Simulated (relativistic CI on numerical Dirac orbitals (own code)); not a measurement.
**Transition arrays of La18+**

Method of calculation: Dirac-Coulomb-Breit CI, KLI orbitals optimised for each configuration, model QED, valence Slater integrals scaled by 0.9, whole transition arrays (own radial code, finite nucleus).

Configuration list (outside the closed core [Ar] 3d10 4s2): 4p6.4d3, 4p6.4d2.4f, 4p5.4d4, 4p6.4d2.5p, 4p6.4d2.5f. Levels of other configurations are missing.

All E1 lines from the levels of 4p6.4d3; mean and standard deviation are weighted by gf, and upper levels are sorted by their leading configuration.

| Upper configuration | Lines | Σgf | Mean (eV) | Mean (nm) | σ (eV) | Strongest line (nm) |
| --- | --- | --- | --- | --- | --- | --- |
| 4p6.4d2.4f | 411 | 229.5 | 134.15 | 9.243 | 4.09 | 9.182 |
| 4p5.4d4 | 2028 | 540.8 | 133.99 | 9.253 | 7.32 | 9.021 |
| 4p6.4d2.5p | 466 | 38.6 | 180.32 | 6.876 | 2.89 | 6.841 |
| 4p6.4d2.5f | 721 | 39.8 | 268.05 | 4.625 | 2.74 | 4.631 |

Σgf per state of the lower configuration in bins of 0.2 nm over the central range (centre: value): 4.5: 0.10, 4.7: 0.23, 6.7: 0.06, 6.9: 0.22, 7.1: 0.03, 8.7: 0.10, 8.9: 0.37, 9.1: 3.22, 9.3: 2.13, 9.5: 0.19, 9.7: 0.04.

(1) How do configuration mixing and the scaling of the Slater integrals move the arrays?

Results:

(1) Slater scale 0.9, no configuration mixing: 4p6.4d2.4f 123.8 ± 5.0 eV (Σgf 274.5), 4p5.4d4 124.2 ± 10.6 eV (Σgf 429.2), 4p6.4d2.5p 180.4 ± 2.8 eV (Σgf 45.1), 4p6.4d2.5f 268.0 ± 2.8 eV (Σgf 46.0); Slater scale 1: 4p6.4d2.4f 136.0 ± 4.0 eV (Σgf 214.3), 4p5.4d4 136.7 ± 7.2 eV (Σgf 571.4), 4p6.4d2.5p 180.3 ± 3.1 eV (Σgf 37.5), 4p6.4d2.5f 268.1 ± 2.9 eV (Σgf 39.4); Slater scale 0.8: 4p6.4d2.4f 131.8 ± 3.8 eV (Σgf 268.6), 4p5.4d4 131.4 ± 7.7 eV (Σgf 486.4), 4p6.4d2.5p 180.3 ± 2.7 eV (Σgf 39.5), 4p6.4d2.5f 268.0 ± 2.6 eV (Σgf 40.2). With mixing, levels are counted to their leading configuration, so an array can shrink or vanish into another, and the sums then hold other lines.
